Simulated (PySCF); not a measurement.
Zn(F)(OSiH3) (FH3OSiZn), SMILES [Zn]([O][SiH3])[F].

Geometry: r2SCAN-D4/def2-SVP. The structure was generated by enumeration; whether it is a known compound was not checked. The values are those of a single conformer.

Two levels are set side by side: PBE/def2-TZVP (PySCF) and PBE0/def2-TZVP (PySCF). Same geometry, gas phase. Differences are taken from unrounded values.

```tsv
quantity	PBE
orbital gap (eV)	4.55
highest occupied level (eV)	-7.19
lowest empty level (eV)	-2.64
dipole moment (D)	0.70
mean polarisability (bohr³)	51.1
```

These are the PBE values. What does PBE0 give? (Estimate from the structure and the level; the computed values follow.)


```
quantity                      PBE0  PBE minus PBE0
---------------------------  -----  --------------
orbital gap (eV)              6.95           -2.40
highest occupied level (eV)  -8.63            1.44
lowest empty level (eV)      -1.68           -0.97
dipole moment (D)             0.77           -0.06
mean polarisability (bohr³)   47.3             3.8
```

PBE's occupied levels lie high since its potential decays too fast outside the molecule; exact exchange lowers them and widens the gap. Loosely held outer electrons make PBE densities more polarisable. Differences between two approximate levels are no errors against the true value.

Rough cost on one machine, each run with all the roots and properties that it gave: PBE0 against PBE within a factor of 2.
